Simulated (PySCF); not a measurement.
SiF2, SMILES [Si](F)F (connectivity only; charge and spin as stated), neutral, multiplicity 1. Atoms are numbered in the order given.

```xyz
3

Si     0.0000     0.0000     0.5766
F      0.0000     1.2330    -0.4485
F      0.0000    -1.2330    -0.4485
```

The structure is a stationary point at r2SCAN-D4/def2-TZVP. The isomer is the one that the SMILES or the coordinates give; other isomers of the formula were not compared.

Calculation: KT2/pcSseg-2 (PySCF).

GIAO shieldings, no solvent; atoms alike by connectivity are averaged. δ = σ(ref) − σ: ²⁹Si against TMS (σ = 351.7 ppm); ¹⁹F against CFCl3 (σ = 125.1 ppm), references at their B3LYP-D3(BJ)/def2-TZVP geometries, non-relativistic.

Task: Estimate the chemical shifts. (An estimate is asked for; the answer gives what the named calculation found.)

Result: 
```tsv
nucleus	atoms	count	δ (ppm)
²⁹Si	Si1	1	2.6
¹⁹F	F2, F3	2	5.3
```
